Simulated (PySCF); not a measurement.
How methods differ on the ionisation energy of K

K [Ar] 4s1 (2S) → K⁺ [Ar] (1S), as a difference of total energies. Calculation: PySCF 2.14, in def2-QZVPPD; the non-relativistic Hamiltonian (point nucleus). Correlated levels: valence and next inner shell: [Ne] frozen. The calculations carry no spin-orbit coupling.

| method | ionisation energy (eV) | difference from reference (eV) |
| --- | --- | --- |
| UHF | 4.008 | -0.333 |
| LDA | 4.526 | +0.185 |
| PBE | 4.445 | +0.104 |
| PBE0 | 4.374 | +0.033 |
| r2SCAN | 4.244 | -0.097 |
| BHandHLYP | 4.335 | -0.006 |
| TPSSh | 4.239 | -0.102 |
| wB97X | 4.019 | -0.322 |
| revPBE | 4.388 | +0.047 |
| MP2 (valence and next inner shell) | 4.279 | -0.062 |
| SCS-MP2 (valence and next inner shell) | 4.224 | -0.117 |

Reference: 4.341 eV (measured; NIST Atomic Spectra Database, ionization energies).

These non-relativistic numbers lack the scalar-relativistic shift.

Errors of the correlated levels include the incompleteness of this basis and the frozen core.
